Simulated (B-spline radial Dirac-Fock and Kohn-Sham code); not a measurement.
## Nb: input and output of one calculation

ΔSCF core binding energies without Breit or QED terms, calculated with a radial finite-basis atomic code. Keys: rel is the Hamiltonian (dirac, or spin-free x2c and nr, where L3 and M5 stand for the whole 2p and 3d shells), method is hf or an exchange,correlation pair (spin-unpolarised, also for the hole states), nuc the nuclear model, radius_factor scales its radius, rmax is the box in bohr, h the logarithmic mesh step, order the B-spline order, points the quadrature points per cell, c_factor scales the speed of light, and damp, ndamp, maxit and tol steer the iteration. The run stops when the commutator error falls below 10·tol·max(1, Z/10), or the numerical noise floor, and the energy has settled to about 1e-8 Ha; the virial ratio is −V/T.

Input (task.json):

```json
{"items": [{"Z": 41, "q": 0, "cfg": [[1, 0, 2], [2, 0, 2], [2, 1, 6], [3, 0, 2], [3, 1, 6], [3, 2, 10], [4, 0, 2], [4, 1, 6], [4, 2, 4], [5, 0, 1]], "A": 93, "rrms": 4.324, "do": "settings", "holes": ["K", "L3", "M5"],
  "settings": [{"rel": "dirac", "method": "hf", "nuc": "fermi", "radius_factor": 1.0, "rmax": 3.0, "h": 0.3, "order": 8, "points": 10, "c_factor": 1.0, "maxit": 96, "damp": 0.5, "ndamp": 3, "tol": 1e-08}]}]}
```

Command: `python xray2_run.py task.json out`

Ground-state iterations:

```
iter   energy (Ha)        error
   1    -3815.43568126  1.48e+00
   2    -3815.75505227  1.02e-01
   3    -3815.80418709  2.70e-02
   4    -3815.80720464  9.12e-03
   5    -3815.80741146  2.92e-03
   6    -3815.80745400  3.83e-04
   7    -3815.80745535  2.95e-05
   8    -3815.80745537  1.63e-06
   9    -3815.80745537  1.23e-07
```

The ground state converged in 9 iterations, with total energy -3815.80746 Ha, virial ratio 1.96313 and highest orbital energy 30.74 eV. ΔSCF binding energies: K (1s) 19021.2 eV, L3 (2p3/2) 2360.5 eV, M5 (3d5/2) 191.0 eV.

Q: One setting is unsound. Which, and why?

A: rmax squeezes the outer orbitals. With the default settings (Dirac Hartree-Fock): The ground state converged in 11 iterations, with total energy -3818.14921 Ha, virial ratio 1.96581 and highest orbital energy -5.59 eV. ΔSCF binding energies: K (1s) 19040.9 eV, L3 (2p3/2) 2380.0 eV, M5 (3d5/2) 209.5 eV.
